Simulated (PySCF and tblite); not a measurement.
Values are calculated unless marked as measured or tabulated.
Molecule: C6H10NO (charge -1), numbered as in [CH2:1]=[C:2]([O-:3])[C:4]1([NH2:5])[CH2:6][CH2:7][CH2:8]1.

The mean out-of-plane torsion at N5 (0° is planar) is held and the rest relaxed at GFN2-xTB. Energies: B3LYP/pcSseg-1 + D3(BJ), IEF-PCM benzene. Programs: tblite and PySCF.

The ion is treated without a counter-ion.

**Question.** Give the DFT energy along the out-of-plane angle.

**Answer.** 
```
out-of-plane angle °  E kcal/mol
                 -49        1.35
                 -41        0.06
                 -30        1.53
                 -16        4.28
                   0        5.56
                  16        4.28
                  30        1.58
                  41        0.00
                  49        1.38
```

**Question.** Where is the lowest sampled point, and what does the planar form cost?

**Answer.** At 41°; the point at 0° lies 5.56 kcal/mol above it.
